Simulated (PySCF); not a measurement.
## CrCl2: from structure and modes to constants

These are results of PySCF, UPBE0, basis Cr def2-SVP, Cl def2-SVP (no relativity, density fitting), not measurements.

The quintet minimum has C2v symmetry. Masses (u): Cr 51.94051, Cl 34.96885.

```xyz
3
charge 0 multiplicity 5, angstrom
Cr    0.0000    0.0000   -0.4052
Cl    2.0640    0.0000    0.3014
Cl   -2.0640    0.0000    0.3014
```

Harmonic wavenumbers (cm⁻¹): 48.0 (a1, ×1), 353.3 (a1, ×1), 479.1 (b2, ×1).

**Question.** Find the vibrational entropy and heat capacity at 298.15 K.

**Answer.** With u = 1.43878 ω/T, each mode gives S = R[u/(eᵘ−1) − ln(1−e⁻ᵘ)] and C = R u² eᵘ/(eᵘ−1)².
```
ω (cm⁻¹)      u  S (J/(mol K))  C (J/(mol K))
    48.0  0.232          20.49           8.28
   353.3  1.705           4.82           6.56
   479.1  2.312           2.98           5.42
```
The sums over all modes are S = 28.3 and C = 20.3 J/(mol K); the softest mode gives 72 % of the entropy.

**Question.** Give the standard entropy (298.15 K, 1 bar) by its translational, rotational, vibrational and spin parts, and Cp.

**Answer.** Sackur–Tetrode with M = 121.88 u gives 168.8; rotation with symmetry number 2 gives 101.6; vibration 28.3; spin R ln 5 = 13.4. The total is 312.0 J/(mol K), and Cp = 4 R + 20.3 = 53.5 J/(mol K).

Other isomers or separated fragments may lie lower. With open d or f shells other occupations or spin states may lie lower.
